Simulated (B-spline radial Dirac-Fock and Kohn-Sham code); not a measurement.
Z = 83 (bismuth), transition energy 500 keV. Level of theory: a Dirac-Hartree-Slater potential of the neutral atom with a Latter tail (no hole, which puts coefficients of high multipoles low close above an edge), finite nucleus with surface currents; a radial atomic solver. Subshells that would emit electrons below 1 keV are left out.

Question: A pure transition shows α(K) = 0.0215, L1/L2 = 1.13 and L1/L3 = 3.15. What is its multipolarity?
A. M4
B. M2
C. E3
D. M3
E. E1
F. E4
G. M1
H. E2

Answer: H. For comparison, α(K), L1/L2, L1/L3 are E1 0.00821, 7.12, 10.2; E3 0.0537, 0.482, 1.94; E4 0.130, 0.315, 1.49; M1 0.0964, 9.77, 148; M2 0.266, 6.94, 26.8; M3 0.602, 4.93, 6.54; M4 1.34, 3.77, 2.79.

Values without a named source are computed, but for edge energies of neutral atoms, which are taken from tables.
